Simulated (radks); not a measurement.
Species: Nd IV. Configuration: [Xe] 4f2 6d1 (not the ground configuration). All-electron calculation, Dirac Kohn-Sham, PBE, spin-unpolarised, spherical densities, point nucleus; open shells are shared between the two j in proportion to 2j + 1. Program: a radial shooting solver on a logarithmic mesh with Libxc functionals.

Spin-orbit splittings of the eigenvalues, e(l+1/2) - e(l-1/2), with zeta = 2 splitting/(2l+1) and mean radii in bohr:

\begin{tabular}{lrrrrr}
shell & occ. & splitting (eV) & zeta (eV) & <r> j=l-1/2 & <r> j=l+1/2 \\ \hline
2p & 6 & 520.0 & 346.6 & 0.08423 & 0.09064 \\
3p & 6 & 103.8 & 69.18 & 0.2557 & 0.2681 \\
3d & 10 & 22.41 & 8.965 & 0.2395 & 0.2434 \\
4p & 6 & 22.81 & 15.21 & 0.6203 & 0.6478 \\
4d & 10 & 4.087 & 1.635 & 0.6922 & 0.7017 \\
4f & 2 & 0.5143 & 0.1470 & 0.8990 & 0.9061 \\
5p & 6 & 3.739 & 2.493 & 1.537 & 1.605 \\
6d & 1 & 0.09794 & 0.03918 & 4.793 & 4.825 \\
\end{tabular}
